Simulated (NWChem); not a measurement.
Species: AlHI2; SMILES [I][AlH][I]

Computed with NWChem. def2 effective core potentials on I; no spin-orbit coupling. The level has its own optimisation; frequencies are unscaled.

Task: What does the run give for LDA (Slater exchange, VWN5)/def2-SVP? Quantities: r Al–H (Å); r Al–I (Å); highest harmonic frequency (cm⁻¹); lowest (cm⁻¹); zero-point energy (kcal/mol).

Result: The r Al–H (Å) comes out as 1.588, the r Al–I (Å) is 2.453 and the highest harmonic frequency (cm⁻¹) is 1914. The lowest (cm⁻¹) comes out as 76. The zero-point energy (kcal/mol) is 5.3.
